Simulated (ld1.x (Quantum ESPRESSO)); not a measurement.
# Tc: variants of one PAW potential

Base potential:

ld1.x (Quantum ESPRESSO) 7.5 input, shortened:

```
&input
   title='Tc', zed=43., rel=1, dft='PZ', iswitch=3,
   config='[Kr] 4d5 5s0 5p0'
 /
 &inputp
   pseudotype=3, lpaw=.true., tm=.true., lloc=-2, rcloc=1.90,
   nlcc=.true., new_core_ps=.true.,
   which_augfun='PSQ', rmatch_augfun=2.05
 /
6
5S  1  0   0.00   0.00  2.15  2.65  0.0
5S  1  0   0.00  -0.10  2.15  2.65  0.0
5P  2  1   0.00   0.00  2.85  3.15  0.0
5P  2  1   0.00  -0.15  2.85  3.15  0.0
4D  3  2   5.00   0.00  1.80  2.40  0.0
4D  3  2   0.00   2.65  1.80  2.40  0.0
 &test
   configts(1)='4d5 5s0 5p0'
 /
```

All-electron outer shells of the reference configuration (LDA (PZ), scalar-relativistic, ld1.x):

| shell | level (eV) | outermost node (bohr) | outermost maximum (bohr) |
| --- | --- | --- | --- |
| 4p | -61.73 | 0.51 | 1.03 |
| 4d | -22.74 | 0.50 | 1.27 |
| 5s | -18.73 | 1.27 | 2.49 |
| 5p | -13.24 | 1.43 | 2.97 |

Cutoffs, loose and tight: the cutoffs (Ry, on a coarse ladder) from which the occupation-weighted sum of valence levels, in a spherical-Bessel basis at the reference potential, stays within 10 and 1 mRy of its value at 400 Ry. They do not see the model core or the augmentation charge, which bear on the density cutoff. Test errors are all-electron minus pseudo excitation energies from the reference, over the configurations 4d5 5s2 5p0; 4d5 5s1 5p0; 4d4 5s0 5p0; 4d5 5s0 5p2; 4d5 5s1.5 5p0; 4d5 5s1 5p1; 4d6 5s0 5p0 (two spin-polarised tests are not counted in the largest error). A dash means not determined; rows that change the core or the reference have their own tests. The largest error is taken over the tests solved by every variant that gives reliable tests at all: 4d4 5s0 5p0; 4d5 5s0 5p2; 4d5 5s1 5p0; 4d5 5s1 5p1; 4d5 5s1.5 5p0; 4d5 5s2 5p0; 4d6 5s0 5p0.

```csv
change,outcome,"cutoff, loose","cutoff, tight",bound ghosts,largest test error (meV)
base,generated,18 Ry,30 Ry,none,-163
"waves 4d (bound): rcut 1.80, rcutus 2.32 bohr; 4d channel at 2.65 Ry: rcut 1.80, rcutus 2.32 bohr",generated,18 Ry,30 Ry,none,-160
"waves 4d (bound): rcut 1.80, rcutus 2.68 bohr; 4d channel at 2.65 Ry: rcut 1.80, rcutus 2.68 bohr",generated,15 Ry,21 Ry,none,-145
"waves 4d (bound): rcut 1.80, rcutus 3.16 bohr; 4d channel at 2.65 Ry: rcut 1.80, rcutus 3.16 bohr",generated,10 Ry,15 Ry,none,test run stopped at test 1 of 9 (negative rho)
```

What comes out with this change to the base: waves 4d (bound): rcut 1.80, rcutus 3.44 bohr; 4d channel at 2.65 Ry: rcut 1.80, rcutus 3.44 bohr?

outcome: generated; cutoff, loose: 8 Ry; cutoff, tight: 10 Ry; bound ghosts: none; largest test error (meV): test run stopped at test 1 of 9 (negative rho).

What comes out with this change to the base: waves 4d (bound): rcut 1.80, rcutus 1.90 bohr; 4d channel at 2.65 Ry: rcut 1.80, rcutus 1.90 bohr?

outcome: generated; cutoff, loose: 30 Ry; cutoff, tight: 45 Ry; bound ghosts: none; largest test error (meV): -153.

What comes out with this change to the base: waves 4d (bound): rcut 1.50, rcutus 1.58 bohr; 4d channel at 2.65 Ry: rcut 1.50, rcutus 1.58 bohr?

outcome: generated; cutoff, loose: 40 Ry; cutoff, tight: 70 Ry; bound ghosts: none; largest test error (meV): -154.

Reading the sweep of the d radius (base included, trends over the rows without a ghost): The loose cutoff falls from 40 Ry at 1.58 to 8 Ry at 3.44 bohr. A larger radius leaves more room for a smooth pseudo-wave, so fewer plane waves are needed; a smaller one forces it to follow the all-electron wave where it bends sharply.
